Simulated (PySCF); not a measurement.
Computed shifts of a molecule H₈N₂OSi₂, PySCF with PBE0/pcSseg-1, GIAO, gas phase, atoms alike by connectivity averaged where their shifts nearly agree, in ppm (number of nuclei): ¹⁵N: 79.9 (1), 41.0 (1). ²⁹Si: -25.8 (1), -36.7 (1). ¹H: 5.25 (1), 5.12 (1), 5.07 (1), 4.98 (1), 1.97 (1), 1.69 (1), 1.54 (1), 1.09 (1). References: ¹⁵N against NH3 (σ = 267.4 ppm); ²⁹Si against TMS (σ = 352.7 ppm); ¹⁷O against H2O (σ = 334.2 ppm); ¹H against TMS (σ = 31.56 ppm), references at their B3LYP-D3(BJ)/def2-TZVP geometries, non-relativistic. Geometry optimised at PBE-D3(BJ)/def2-SVP. One conformer was computed; it need not be the lowest.

Question: Identify the compound among the candidates.
(A) N[Si](N)(O)[SiH3]
(B) N[SiH2]N[SiH2]O
(C) N[SiH2]O[SiH2]N
(D) N[SiH](N)[SiH2]O

Answer: B, N[SiH2]N[SiH2]O
